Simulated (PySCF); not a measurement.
One of the candidates below gave these computed data.

| technique | computed result |
| --- | --- |
| Rotational structure | rotational constants A, B, C: 1.760, 0.659, 0.576 GHz [GFN2-xTB] |
| 1H NMR | chemical shifts (computed TMS as zero) by class: 7.12 (1 H), 6.86 (1 H), 6.53 (1 H), 6.42 (1 H), 6.25 (1 H), 5.67 (1 H), 2.75 (2 H) ppm [GIAO PBE0/pcSseg-1] |
| Dipole | 2.16 D [PBE0/pcSseg-1] |
| NMR, other nuclei | isotropic shieldings of nuclei other than C and H, by class: 619 (2 Cl) ppm [GIAO PBE0/pcSseg-1] |
| 13C NMR | chemical shifts (computed TMS as zero) by class: 140.9 (1 C), 140.7 (1 C), 134.6 (1 C), 133.5 (1 C), 131.6 (1 C), 127.1 (1 C), 87.2 (1 C), 32.0 (1 C) ppm [GIAO PBE0/pcSseg-1] |

The electronic properties come from PySCF, for the isolated species, density fitting. Levels stand in brackets. Geometry: GFN2-xTB, one conformer, isolated molecule. NMR values are class means; diastereotopic atoms form classes of their own.

Question: Which candidate is it?
A. `Cc1nn(C(C)C)nc1Cl`
B. `C=C(Cl)/C=C(\Cl)C#CCC`
C. `ClC(Cl)C1=CC=CC=CC1`

Answer: C. It is `ClC(Cl)C1=CC=CC=CC1`. Numbering: `[Cl:1][CH:2]([Cl:3])[C:4]1=[CH:5][CH:6]=[CH:7][CH:8]=[CH:9][CH2:10]1`. Its formula, C8H8Cl2, gives 4 degrees of unsaturation: 1 ring and 3 π bonds in the structure found. 8 carbons fall into 8 classes; from least to most shielded: alkene CH carbon [C7] (140.9 ppm), fully substituted alkene carbon [C4] (140.7 ppm), alkene CH carbon [C9] (134.6 ppm), alkene CH carbon [C6] (133.5 ppm), alkene CH carbon [C8] (131.6 ppm), alkene CH carbon [C5] (127.1 ppm), CHCl2 carbon [C2] (87.2 ppm), allylic carbon [C10] (32.0 ppm). Hydrogen classes from least to most shielded: 1 H on an alkene CH carbon, C7 (7.12 ppm), 1 H on an alkene CH carbon, C6 (6.86 ppm), 1 H on an alkene CH carbon, C8 (6.53 ppm), 1 H on an alkene CH carbon, C5 (6.42 ppm), 1 H on a CHCl2 carbon, C2 (6.25 ppm), 1 H on an alkene CH carbon, C9 (5.67 ppm), 2 H on an allylic carbon, C10 (2.75 ppm, a mean of values up to 2.3 ppm apart in this geometry). The other shieldings belong to: 619 ppm, alkyl chlorine [Cl1/Cl3]. The optimised geometry has point group C1 and is an asymmetric top. NMR values of atoms bound to several Cl lack the spin–orbit term that these neighbours bring.

The others, at the same levels:
- `C=C(Cl)/C=C(\Cl)C#CCC` fails: its computed 13C shifts are 150.0 (1 C), 134.2 (1 C), 128.7 (1 C), 126.4 (1 C), 107.4 (1 C), 86.6 (1 C), 16.4 (1 C), 15.7 (1 C) ppm, 1H shifts are 6.61 (1 H), 5.55 (1 H), 5.52 (1 H), 2.53 (2 H), 1.30 (3 H) ppm and rotational constant A is 2.241 GHz (against 1.760 GHz).
- `Cc1nn(C(C)C)nc1Cl` fails: it has 10 hydrogens where the 1H data count 8; its computed 13C shifts are 146.5 (1 C), 144.0 (1 C), 58.4 (1 C), 25.1 (2 C), 11.9 (1 C) ppm, 1H shifts are 4.55 (1 H), 2.40 (3 H), 1.49 (6 H) ppm and rotational constant A is 2.014 GHz (against 1.760 GHz).

Each candidate is one conformer, not necessarily the lowest. The conformers computed, where there is a choice (atom-mapped SMILES and torsion angles):
- `[Cl:1][CH:2]([Cl:3])[C:4]1=[CH:5][CH:6]=[CH:7][CH:8]=[CH:9][CH2:10]1`: Cl1–C2–C4–C5 -119°
- `[CH2:1]=[C:2]([Cl:3])/[CH:4]=[C:5](\[Cl:6])[C:7]#[C:8][CH2:9][CH3:10]`: C1–C2–C4–C5 -179°
- `[CH3:1][c:2]1[n:3][n:4]([CH:5]([CH3:6])[CH3:7])[n:8][c:9]1[Cl:10]`: N3–N4–C5–C6 -119°
